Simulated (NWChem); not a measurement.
# HgI cation; SMILES [I][Hg+]

```xyz
2

Hg     0.0000     0.0000    -1.0416
I      0.0000     0.0000     1.5583
```
Atoms are numbered in this order, from 1.

Structure relaxed at the PBE0/def2-SVP level. def2 effective core potentials on I, Hg; no spin-orbit coupling.

Problem. List the 4 lowest vertical singlet excitations from B3LYP/def2-SVPD with def2 effective core potentials on I, Hg, TDA (NWChem).

Solution. 
```tsv
state	energy (eV)	oscillator strength	leading excitation (squared amplitude)
S1	1.13	0.001	HOMO → LUMO (1.00)
S2	1.13	0.001	HOMO−1 → LUMO (1.00)
S3	4.89	0.226	HOMO−2 → LUMO (0.70)
S4	5.96	0.000	HOMO−1 → LUMO+2 (0.50)
```
